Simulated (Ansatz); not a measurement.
Program: Ansatz 0.2.0.

A structure relaxed at PBE0-D4/def2-TZVP, charge 0, multiplicity 1:

```xyz
10

O     0.1733   -1.6401    1.5432
Si    0.0239    0.0070    1.4417
Si   -0.7147    0.7290   -0.6638
Zn    0.6130   -0.0467   -2.4755
H     0.8593   -2.0564    1.0209
H    -0.9385    0.3682    2.5130
H     1.3286    0.6752    1.7323
H    -2.1377    0.3105   -0.8421
H    -0.7068    2.2243   -0.6270
H     1.4995   -0.5710   -3.6428
```

Task: Give its formula and SMILES.

Result: H6OSi2Zn, `O[SiH2][SiH2][ZnH]`.

Task: Summarise the bond lengths by kind.

Result: 1 × O–Si 1.657 Å; 1 × H–O 0.957 Å; 1 × Si–Si 2.345 Å; 4 × H–Si 1.485 to 1.496 Å; 1 × Si–Zn 2.376 Å; 1 × H–Zn 1.557 Å.
